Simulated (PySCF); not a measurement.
Spectrum to structure. The calculation used TDDFT CAM-B3LYP/def2-SVPD, vertical, gas phase, core orbitals frozen in the response in PySCF. Geometries: GFN2-xTB, one conformer each.

```csv
state,E (eV),f,"main configurations (H = HOMO, L = LUMO)"
S1,5.36,0.0004,"H→L (46%), H→L+1 (24%), H→L+4 (12%)"
S2,6.13,0.026,"H→L (36%), H→L+4 (21%), H→L+1 (20%)"
S3,6.32,0.012,"H→L+2 (70%), H→L (13%), H→L+5 (9%)"
S4,6.77,0.018,"H→L+3 (60%), H→L+5 (17%), H→L+2 (9%)"
S5,7.06,0.0040,"H→L+5 (41%), H→L+3 (22%), H→L+8 (17%)"
S6,7.29,0.020,"H→L+1 (40%), H→L+6 (21%), H→L+4 (16%)"
S7,7.66,0.042,"H→L+9 (38%), H→L+6 (21%), H→L+7 (15%)"
S8,7.72,0.0063,"H→L+6 (39%), H→L+4 (30%), H→L+7 (9%)"
```

Triplets computed (Tamm–Dancoff): 4.92, 5.76, 5.99 eV.

Question: Which structure fits? All have the formula C6H12S.
A. `CS[C@@H](C)C1CC1`
B. `CC(C)[C@H]1CCS1`
C. `C/C=C(/CC)SC`

Answer: A. Its S1, at 5.36 eV, is the highest among the candidates; the nearest of the others has S1 at 5.09 eV. S1 is HOMO→LUMO (46%), HOMO→LUMO+1 (24%), HOMO→LUMO+4 (12%). Löwdin shares by element: HOMO sulfur 71%, carbon 17% or more; LUMO sulfur 40%, hydrogen 15% or more, carbon 13% or more (atoms not listed hold the other 32%). At the same level the other candidates give, for their lowest levels:
- `C/C=C(/CC)SC`: 5.09 eV (f 0.000); 6.02 eV (f 0.005); 6.30 eV (f 0.010); 6.62 eV (f 0.295); 6.79 eV (f 0.012); T1 4.24 eV; HOMO -7.71, LUMO 1.00 eV
- `CC(C)[C@H]1CCS1`: 4.64 eV (f 0.000); 6.05 eV (f 0.035); 6.29 eV (f 0.007); 6.56 eV (f 0.031); 7.00 eV (f 0.063); T1 4.17 eV; HOMO -7.58, LUMO 0.97 eV

Shape of the structure used: `[CH3:1][S:2][C@@H:3]([CH3:4])[CH:5]1[CH2:6][CH2:7]1`: C1–S2–C3–C4 85°, S2–C3–C5–C6 156°.
